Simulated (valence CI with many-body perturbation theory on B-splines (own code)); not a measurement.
**E1 transitions of Sr⁶⁺**

Level of theory: configuration interaction combined with many-body perturbation theory (CI+MBPT): four valence electrons over a frozen Dirac-Fock core [Ar] 3d10, a basis of 11 s, 11 p, 10 d, 8 f, 5 g, 2 h functions for each j, with the one-electron correlation potential Σ1, the two-electron term Σ2, the three-electron term Σ3, Breit, model QED; selected CI, second order for the rest (own B-spline code, finite nucleus).

Against 13 measured levels this calculation errs by 110 cm⁻¹ on average and by 272 at most. These come from a selection out of Sansonetti, J. Phys. Chem. Ref. Data 41, 013102 (2012). Levels without a partner in it may be off by more. Among the levels kept, up to 910 cm⁻¹ of a level comes from second order outside the variational space, and about a tenth of that is noise between levels of different J, which matters for small intervals.

Lines 301 to 350 of 569 in falling wavelength, among levels below 598780 cm⁻¹, chosen from the strongest by gf and those to the six lowest levels. Wavelengths and rates use the calculated energies, so an error of 100 cm⁻¹ moves a line at 428.9 Å by 0.043 % and its rate by three times that or more. Electric multipoles are in the length gauge, E1 and E2 with the static RPA response of the core. Weak lines are less certain than strong ones. Lines between different terms over intervals too small for the method are left out, as are lines whose strength nearly cancels. Where a level lies close to another of its J and parity, the split of strength between their lines is uncertain.

Names give the largest LS component (configuration and term), which can be under half, so a name can repeat, a term be missing and a line seem to break the LS rules; names also repeat where a configuration has a term twice. Letters in brackets count levels of one name in rising energy.

| λ vac (Å) | λ from measured levels | Upper | Lower | A (s⁻¹) | S (a.u.) with core polarisation | S without |
| --- | --- | --- | --- | --- | --- | --- |
| 434.9 |  | 4s²4p4f ³D_1 | 4s²4p4d ³D°_2 | 3.86e+09 | 4.70e-01 | 5.06e-01 |
| 434.1 |  | 4s²4p4d ³F°_3 | 4s²4p² ¹D_2 | 3.66e+07 | 1.03e-02 | 1.09e-02 |
| 433.9 |  | 4s²4p4f ³D_3 | 4s²4p4d ¹D°_2 | 7.42e+09 | 2.09e+00 | 2.25e+00 |
| 433.7 |  | 4s4p²4d ³P_1 [c] | 4s²4p4d ³P°_1 [a] | 4.09e+09 | 4.94e-01 | 5.50e-01 |
| 432.3 |  | 4s²4p4f ¹G_4 | 4s²4p4d ³F°_3 | 1.85e+10 | 6.64e+00 | 7.02e+00 |
| 431.6 |  | 4s²4p4f ³D_1 | 4s²4p4d ³P°_1 [b] | 2.33e+10 | 2.77e+00 | 2.97e+00 |
| 428.9 | 429.4 | 4s4p³ ³S°_1 | 4s²4p² ³P_0 | 3.73e+09 | 4.36e-01 | 4.85e-01 |
| 427.4 |  | 4s²4p4f ³D_1 | 4s²4p4d ³P°_0 | 2.37e+10 | 2.74e+00 | 2.93e+00 |
| 426.3 |  | 4s²4p4f ³G_5 | 4s²4p4d ³F°_4 | 3.61e+10 | 1.52e+01 | 1.60e+01 |
| 425.8 |  | 4s4p²4d ³P_1 [a] | 4s4p³ ³P°_2 | 4.93e+09 | 5.64e-01 | 6.25e-01 |
| 425.0 | 425.2 | 4s4p³ ¹P°_1 | 4s²4p² ³P_2 | 3.74e+08 | 4.25e-02 | 4.75e-02 |
| 422.6 |  | 4s4p²4d ³P_1 [a] | 4s4p³ ³P°_0 | 2.34e+09 | 2.61e-01 | 2.89e-01 |
| 421.2 |  | 4s²4p4f ³G_3 | 4s²4p4d ³F°_2 | 3.56e+10 | 9.20e+00 | 9.73e+00 |
| 421.1 |  | 4s²4p4f ³D_2 | 4s²4p4d ³P°_1 [a] | 2.00e+10 | 3.69e+00 | 3.96e+00 |
| 420.4 |  | 4s²4p4f ³F_3 | 4s²4p4d ³F°_4 | 3.09e+09 | 7.92e-01 | 8.73e-01 |
| 418.4 |  | 4s²4p4f ³D_3 | 4s²4p4d ³P°_2 | 2.15e+10 | 5.44e+00 | 5.84e+00 |
| 416.8 |  | 4s4p²4d ³P_0 [a] | 4s4p³ ³P°_1 | 1.02e+10 | 3.63e-01 | 4.02e-01 |
| 416.6 |  | 4s²4p4f ³G_4 | 4s²4p4d ³F°_3 | 1.86e+10 | 5.97e+00 | 6.31e+00 |
| 414.9 | 415.1 | 4s4p³ ¹P°_1 | 4s²4p² ³P_1 | 3.45e+09 | 3.65e-01 | 4.05e-01 |
| 414.0 |  | 4s²4p4d ³F°_2 | 4s²4p² ³P_2 | 3.27e+08 | 5.72e-02 | 6.25e-02 |
| 413.3 |  | 4s²4p4f ³F_4 | 4s²4p4d ³F°_4 | 2.72e+10 | 8.54e+00 | 9.28e+00 |
| 412.7 |  | 4s²4p4f ³F_2 [b] | 4s²4p4d ³F°_3 | 2.71e+09 | 4.70e-01 | 5.15e-01 |
| 411.6 |  | 4s²4p4f ³D_2 | 4s²4p4d ³P°_2 | 1.48e+09 | 2.54e-01 | 2.71e-01 |
| 411.3 |  | 4s4p²4d ¹F_3 [b] | 4s²4p4d ³D°_2 | 1.06e+09 | 2.56e-01 | 2.73e-01 |
| 408.2 |  | 4s²4p4f ³F_3 | 4s²4p4d ³F°_3 | 2.02e+10 | 4.75e+00 | 5.15e+00 |
| 406.1 |  | 4s²4p4d ³F°_3 | 4s²4p² ³P_2 | 7.11e+08 | 1.65e-01 | 1.78e-01 |
| 404.9 |  | 4s²4p4f ³F_2 [b] | 4s²4p4d ³F°_2 | 1.84e+10 | 3.02e+00 | 3.28e+00 |
| 404.4 |  | 4s²4p4d ³F°_2 | 4s²4p² ³P_1 | 1.83e+08 | 2.98e-02 | 3.23e-02 |
| 403.5 | 403.6 | 4s4p³ ¹P°_1 | 4s²4p² ³P_0 | 6.03e+08 | 5.86e-02 | 6.48e-02 |
| 401.8 |  | 4s4p²4d ¹P_1 [a] | 4s4p³ ¹D°_2 | 1.69e+10 | 1.62e+00 | 1.78e+00 |
| 400.3 |  | 4s4p²4d ¹F_3 [b] | 4s²4p4d ¹D°_2 | 3.24e+10 | 7.19e+00 | 7.71e+00 |
| 400.1 |  | 4s²4d² ¹D_2 | 4s²4p4d ¹P°_1 | 4.13e+10 | 6.53e+00 | 7.04e+00 |
| 399.1 |  | 4s4p²4d ³P_2 [a] | 4s4p³ ³D°_3 | 1.27e+10 | 1.99e+00 | 2.19e+00 |
| 398.8 |  | 4s4p²4d ⁵F_2 | 4s4p³ ⁵S°_2 | 4.22e+07 | 6.60e-03 | 7.14e-03 |
| 398.4 |  | 4s²4p4d ³P°_2 | 4s²4p² ¹D_2 | 9.51e+09 | 1.48e+00 | 1.63e+00 |
| 397.2 |  | 4s4p²4d ¹S_0 | 4s4p³ ¹P°_1 | 1.83e+10 | 5.65e-01 | 6.19e-01 |
| 395.2 |  | 4s4p²4d ³P_2 [a] | 4s4p³ ³D°_2 | 8.46e+09 | 1.29e+00 | 1.41e+00 |
| 395.0 |  | 4s4p²4d ⁵F_3 | 4s4p³ ⁵S°_2 | 9.21e+07 | 1.96e-02 | 2.12e-02 |
| 394.9 |  | 4s4p²4d ³P_2 [c] | 4s²4p4d ³F°_2 | 2.00e+09 | 3.04e-01 | 3.31e-01 |
| 394.9 |  | 4s²4p4f ³F_2 [b] | 4s4p³ ¹P°_1 | 1.70e+09 | 2.59e-01 | 2.79e-01 |
| 390.8 |  | 4s4p²4d ¹D_2 [b] | 4s²4p4d ¹D°_2 | 7.57e+09 | 1.11e+00 | 1.21e+00 |
| 389.9 |  | 4s²4p4d ³P°_1 [a] | 4s²4p² ¹D_2 | 5.89e+08 | 5.17e-02 | 5.66e-02 |
| 387.9 |  | 4s4p²4d ¹P_1 [b] | 4s4p³ ¹P°_1 | 1.23e+10 | 1.06e+00 | 1.16e+00 |
| 387.2 |  | 4s4p²4d ¹F_3 [b] | 4s²4p4d ³P°_2 | 1.60e+10 | 3.22e+00 | 3.45e+00 |
| 386.8 |  | 4s4p²4d ³D_3 [c] | 4s4p³ ¹D°_2 | 1.76e+09 | 3.51e-01 | 3.75e-01 |
| 385.9 |  | 4s4p²4d ³P_1 [a] | 4s4p³ ³D°_2 | 8.14e+09 | 6.92e-01 | 7.57e-01 |
| 385.6 |  | 4s4p²4d ³P_1 [a] | 4s4p³ ³D°_1 | 1.07e+10 | 9.10e-01 | 9.98e-01 |
| 385.4 |  | 4s²4p4d ¹D°_2 | 4s²4p² ¹D_2 | 1.95e+10 | 2.76e+00 | 3.03e+00 |
| 385.2 |  | 4s²4p4f ³D_3 | 4s²4p4d ³F°_3 | 2.78e+09 | 5.49e-01 | 6.03e-01 |
| 384.4 |  | 4s²4d² ¹G_4 | 4s²4p4d ¹F°_3 | 8.00e+10 | 2.02e+01 | 2.16e+01 |
